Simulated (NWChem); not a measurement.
SiHI₂, doublet; SMILES I[SiH]I

```xyz
4

I     -0.1745     0.0057     2.0600
Si     1.1859     0.0820     0.0000
I     -0.1745     0.0057    -2.0600
H      2.0481    -1.1636     0.0000
```
Atoms are numbered in this order, from 1.

Level: PBE-D3(BJ)/def2-SVP with def2 effective core potentials on I, spin-unrestricted (NWChem), optimised geometry, unscaled harmonic frequencies. In the optimisation the excess spin sits in a' (Cs, its own frame). def2 effective core potentials on I; no spin-orbit coupling.

```csv
frequency (cm⁻¹),IR intensity (km/mol)
77,0.1
305,9.7
381,87.6
527,3.5
662,84.0
2085,66.2
```

| Property | Result |
|---|---|
| zero-point energy | 5.8 kcal/mol |
| thermal correction to the enthalpy at 298.15 K (with zero-point energy) | 9.3 kcal/mol |
| heat capacity Cv | 13.2 cal/(mol K) |
| entropy at 298.15 K and 1 atm (symmetry number 1, electronic part: spin degeneracy alone) | 81.0 cal/(mol K) |

Rigid rotor and harmonic oscillator; modes under 100 cm⁻¹ make the entropy uncertain.
